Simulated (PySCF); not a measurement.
Ionising PbCl

PBE0; Pb def2-SVPD with ECP60, Cl def2-SVPD; scalar-relativistic core potentials (PySCF 2.14). Neutral (UKS): doublet (π ↑), Re = 2.511 Å, ωe = 310 cm⁻¹, De = 3.78 eV, HOMO -4.94 eV, LUMO -3.20 eV.

PbCl⁺ (UKS): singlet (closed shell), Re = 2.398 Å, ωe = 380 cm⁻¹. The energies at the minima are -652.81847 hartree for PbCl and -652.56310 for PbCl⁺.

Q: Work out the adiabatic ionisation energy, without and with harmonic zero-point energies (1 hartree = 27.2114 eV, 1 eV = 8065.5 cm⁻¹), and the change of the bond length.

A: At PBE0: 0.25537 hartree = 6.949 eV between the minima; the zero-point term (380.0 − 310.0)/2 cm⁻¹ = +0.004 eV makes it 6.953 eV. Re changes by -11.3 pm against the neutral. The electron leaves a π orbital; in so polar a molecule the change of length follows mostly from the change of the ionic charges.

PbCl⁻ (UKS): triplet (π ↑↑), Re = 2.700 Å, ωe = 215 cm⁻¹, De = 1.53 eV to Pb + Cl⁻. The energies at the minima are -652.81847 hartree for PbCl and -652.87167 for PbCl⁻.

Q: Work out the adiabatic electron affinity, without and with harmonic zero-point energies (1 hartree = 27.2114 eV, 1 eV = 8065.5 cm⁻¹), and the change of the bond length.

A: At PBE0: 0.05320 hartree = 1.448 eV between the minima; the zero-point term (310.0 − 215.0)/2 cm⁻¹ = +0.006 eV makes it 1.454 eV. Re changes by +18.9 pm against the neutral. The electron enters a π orbital; in so polar a molecule the change of length follows mostly from the change of the ionic charges.

These are scalar-relativistic numbers at best; spin–orbit coupling would shift them, the dissociation energy most. For an ion De counts to the pair picked by the measured ionisation energies or electron affinities, which need not be the lowest pair at this level. The highest Kohn–Sham level is positive in this anion. Much of that is self-interaction error, but it also means that the finite basis helps to hold the extra electron. States were picked by a PBE0 search and need not be the measured ground states.
